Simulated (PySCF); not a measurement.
Numbering as in the mapped SMILES `[O:1]=[CH:2][CH2:3]/[CH:4]=[N:5]\[SiH3:6]` (H(Xn): hydrogen on atom n).

Geometry: PBE0-D3(BJ)/def2-SVP; GIAO shifts from PySCF 2.14.0 with density-fitted response routines, gas phase, non-relativistic, averaged over equivalent atoms.

At LC-wPBE/pcSseg-1 (144 basis functions, 24 s wall time on 1 thread of an Arm Neoverse V1, shared host):
| atoms | δ (ppm) |
| --- | --- |
| O1 | 730.3 |
| C2 | 200.7 |
| C4 | 181.4 |
| C3 | 57.7 |
| N5 | 403.3 |
| Si6 | -63.8 |
| H(C2) | 9.14 |
| H(C4) | 8.44 |
| H(Si6) | 4.99 |
| H(C3) | 3.33 |

Chemical shifts δ = σref − σ; H2O for ¹⁷O (σ = 338.72 ppm); ¹³C (σ = 188.56 ppm), ²⁹Si (σ = 358.50 ppm), ¹H (σ = 31.33 ppm) vs TMS; NH3 for ¹⁵N (σ = 267.73 ppm), all at this level.

Predict the values at PBE0/IGLO-III on the same geometry.

Answers


| atoms | δ at PBE0/IGLO-III | change |
| --- | --- | --- |
| O1 | 696.6 | -33.7 |
| C2 | 199.6 | -1.1 |
| C4 | 178.6 | -2.8 |
| C3 | 61.0 | +3.3 |
| N5 | 398.2 | -5.1 |
| Si6 | -71.0 | -7.2 |
| H(C2) | 9.62 | +0.48 |
| H(C4) | 8.78 | +0.34 |
| H(Si6) | 5.37 | +0.38 |
| H(C3) | 3.75 | +0.42 |

Referencing at the same level of theory: ¹⁷O (σref 327.19) vs H2O; TMS for ¹³C (σref 183.78) and ²⁹Si (σref 345.34) and ¹H (σref 31.37); NH3 for ¹⁵N (σref 260.55).

The largest change is at O1 (aldehyde oxygen). Cost: 289 basis functions, 42 s wall time on 1 thread of an Arm Neoverse V1, shared host. The order of the carbon signals is the same at both levels.

Unscaled 17O shifts of doubly bonded oxygen tend to come out too high, by tens of ppm or more. Experimental scales use liquid or dissolved standards, which lie at an offset from isolated NH3 (liquid NH3: subtract about 20 ppm) and H2O (liquid H2O: subtract about 36 ppm). Unscaled 15N shifts of sp2 nitrogen often come out too high even then, by a few to some tens of ppm.
